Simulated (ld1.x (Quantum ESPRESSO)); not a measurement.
## Al, TM: configuration errors across variants

ld1.x (Quantum ESPRESSO) 7.5 input, shortened:

```
&input
   title='Al', zed=13., rel=1, dft='PZ', iswitch=3,
   config='[Ne] 3s1.75 3p1.25 3d-2'
 /
 &inputp
   pseudotype=2, tm=.true., lloc=1,
   nlcc=.false.
 /
3
3S  1  0   1.75   0.00  1.85  1.85  0.0
3D  3  2  -2.00   0.20  1.90  1.90  0.0
3P  2  1   1.25   0.00  2.15  2.15  0.0
 &test
   configts(1)='3s1.75 3p1.25'
 /
```

All-electron excitation energies from the reference (eV): (1) 3s2 3p1 -1.269; (2) 3s2 3p0 4.578; (3) 3s1 3p0 23.955; (4) 3s2 3p1.3 -1.867; (5) 3s0 3p3 9.237; (6) 3s2 3p0.5 0.856; (7) 3s1 3p2 3.887; (8) 3s1.75 3p1.25 spin -0.328; (9) 3s2 3p1 spin -1.404.

Spin tests fill each open shell by Hund’s rule, majority spin first.

Errors AE − PS in meV (a dash: test not solved or not reliable):

| change | (1) | (2) | (3) | (4) | (5) | (6) | (7) | (8) | (9) | bound ghosts |
| --- | --- | --- | --- | --- | --- | --- | --- | --- | --- | --- |
| base | +0.4 | +1.4 | +74 | +0.6 | +27 | +0.2 | +4.2 | +25 | +7.1 | none |
| wave 3p (bound): rc 2.15 bohr becomes 3p (bound): rc 1.72 bohr | +0.6 | +1.6 | +72 | +0.7 | +33 | +0.4 | +5.3 | +24 | +7.0 | none |
| wave 3p (bound): rc 2.15 bohr becomes 3p (bound): rc 1.86 bohr | +0.5 | +1.4 | +73 | +0.7 | +29 | +0.3 | +4.7 | +24 | +7.0 | none |
| wave 3p (bound): rc 2.15 bohr becomes 3p (bound): rc 2.26 bohr | +0.4 | +1.4 | +74 | +0.6 | +26 | +0.2 | +4.2 | +25 | +7.2 | none |
| wave 3p (bound): rc 2.15 bohr becomes 3p (bound): rc 2.50 bohr | +0.4 | +1.4 | +74 | +0.6 | +26 | +0.2 | +4.2 | +25 | +7.1 | none |
| wave 3p (bound): rc 2.15 bohr becomes 3p (bound): rc 2.74 bohr | +0.5 | +1.2 | +73 | +0.6 | +27 | +0.2 | +4.4 | +25 | +7.1 | none |
| wave 3p (bound): rc 2.15 bohr becomes 3p (bound): rc 2.94 bohr | +0.5 | +0.9 | +72 | +0.7 | +28 | +0.2 | +4.6 | +25 | +7.1 | none |
| wave 3p (bound): rc 2.15 bohr becomes 3p (bound): rc 3.12 bohr | +0.5 | +0.7 | +71 | +0.7 | +29 | +0.2 | +4.7 | +24 | +7.1 | none |

(1) Give the same row for: wave 3p (bound): rc 2.15 bohr becomes 3p (bound): rc 1.42 bohr.

Results:

(1) +1.0, +6.2, +73, +1.0, +64, +1.8, +9.8, +25, +8.3; bound ghosts: none.
